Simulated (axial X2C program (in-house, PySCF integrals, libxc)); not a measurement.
**Curves of ClPrCl from open-shell CI on f2 s1 d(πδ)0**

Computed with an in-house all-electron X2C program for linear molecules (integrals from PySCF): two-component X2C with atomic mean-field Coulomb and Gaunt terms, basis Cl dyall-av3z, Pr dyall-v3z (cores contracted in-house). Orbitals come from Hartree–Fock averaged over the configuration Pr f2 s1 d(πδ)0; CI then distributes these electrons over the f, s, d(πδ) shells of Pr.

Scan along the symmetric stretch (R is each bond); masses Cl 34.969 u, Pr 140.908 u, Cl 34.969 u. Energies in cm⁻¹ from the lowest point; levels are followed by energy order within each Ω. Lowest level at 2.624 Å: 100% f2 d(πδ)1.

```tsv
R (Å)	(1)Ω=11/2	(1)Ω=7/2	(1)Ω=9/2	(2)Ω=9/2	(1)Ω=5/2	(1)Ω=13/2	(1)Ω=3/2	(2)Ω=7/2	(1)Ω=1/2
2.440	5574	4181	4346	6244	5092	7064	5739	5659	5721
2.532	1729	1305	1455	2754	2100	3237	2718	2686	2779
2.624	23	500	648	1001	1173	1552	1780	1799	1936
2.729	0	1255	907	1511	1780	1551	2344	2048	2481
2.834	1411	2898	2248	3644	3395	2983	3866	3917	4034
2.952	4133	5569	4893	6840	6088	5724	6535	7288	6727
3.096	8445	9760	9119	11143	10281	10059	10714	11593	10906
```

Problem. Fit the curves (1)Ω=11/2, (1)Ω=13/2 near their minima.

Solution. From the open-shell CI curves, Te from the lowest:

```
    level  Te (cm⁻¹)  Re (Å)  ωe (cm⁻¹)
(1)Ω=11/2          0   2.676      274.5
(1)Ω=13/2       1540   2.675      274.9
```

Without dynamic correlation distances can be off by several hundredths of an Å (long for ionic bonds, short for multiple bonds) and the wavenumbers are rough.

The 9 lowest curves are shown; the next is (3)Ω=7/2, from 2022 cm⁻¹.

Dynamic correlation is missing, so gaps between terms are too wide and other configurations may lie lower; the lowest level listed is that of this model, not necessarily the ground state. The lowest levels belong to f2 d(πδ)1, not to the averaged configuration, so orbitals and distance suit them less well. At most 4 roots were kept for each Ω > 0 (twice that for Ω = 0) within 2.2 eV of the lowest, so higher up levels can be missing between those listed; levels with Ω > 0 are doubly degenerate and listed once, Ω = 0 levels singly. States that fill the shells left empty in the average are placed too high. The molecule was held linear; bending was not examined.
